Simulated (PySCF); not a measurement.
## Functional dependence of a UV spectrum

Compound: propyl acetate, C5H10O2.
Bonds: C1–C2, C2–C3, C3–O4, O4–C5, C5–C6, C5–O7 (double). Hydrogens: H8, H9, H10 on C1; H11, H12 on C2; H13, H14 on C3; H15, H16, H17 on C6.

Linear-response calculations in the def2-SVPD basis (PySCF; singlets by full response, triplets Tamm–Dancoff, core orbitals frozen in the response; HF means time-dependent Hartree–Fock). 'Strongest' is the level of largest summed f among the singlets computed (10 roots, of which the last may lack a degenerate partner); it can jump between rows when another state enters that window. S1 is the lowest singlet of each run and needn't be the same state throughout; f(S1) is that of one state. The structure is a single PBE0-D3(BJ)/def2-SVP conformer in the gas phase; no vibrational or solvent corrections.

| functional | kind | S1 (eV) | f(S1) | strongest (eV) | T1 (eV) | HOMO (eV) | gap (eV) | ionisation energy, ΔSCF (eV) |
| --- | --- | --- | --- | --- | --- | --- | --- | --- |
| LDA | LDA | 5.64 | 0.001 | 6.91 | 5.20 | -6.54 | 5.41 | 10.25 |
| PBE | GGA | 5.66 | 0.001 | 6.97 | 5.15 | -6.34 | 5.46 | 9.95 |
| B3LYP | global hybrid, 20% exact exchange | 5.87 | 0.001 | 7.64 | 5.36 | -7.76 | 7.71 | 10.20 |
| PBE0 | global hybrid, 25% exact exchange | 5.94 | 0.001 | 7.84 | 5.39 | -8.02 | 8.27 | 10.18 |
| CAM-B3LYP | range-separated hybrid | 5.96 | 0.001 | 8.10 | 5.45 | -9.52 | 10.83 | 10.41 |
| wB97X-D | range-separated hybrid | 5.99 | 0.001 | 8.18 | 5.51 | -9.96 | 12.08 | 10.34 |
| LC-wPBE | range-separated hybrid | 5.98 | 0.001 | 8.32 | 5.44 | -10.83 | 13.21 | 10.51 |
| HF | Hartree–Fock | 6.78 | 0.001 | 9.47 | 6.28 | -12.19 | 14.79 | not settled |

**Question.** What does BHandHLYP (global hybrid, 50% exact exchange) give?

**Answer.** S1 (eV) 6.20, f(S1) 0.001, strongest (eV) 8.51, T1 (eV) 5.68, HOMO (eV) -9.66, gap (eV) 10.82, ionisation energy, ΔSCF (eV) 10.21. S1 runs from 5.64 eV (LDA) to 6.78 eV (HF), a spread of 1.14 eV, while the orbital gap spreads over 9.4 eV. Along PBE (0%), B3LYP (20%), PBE0 (25%), BHandHLYP (50%), HF (100%) S1 rises with the share of exact exchange. −ε(HOMO) comes closest to its own ΔSCF ionisation energy with LC-wPBE (+0.32 eV) and misses most with LDA (-3.71 eV). 'Not settled' means that the ion's SCF failed to converge or may have ended in another state than the lowest.
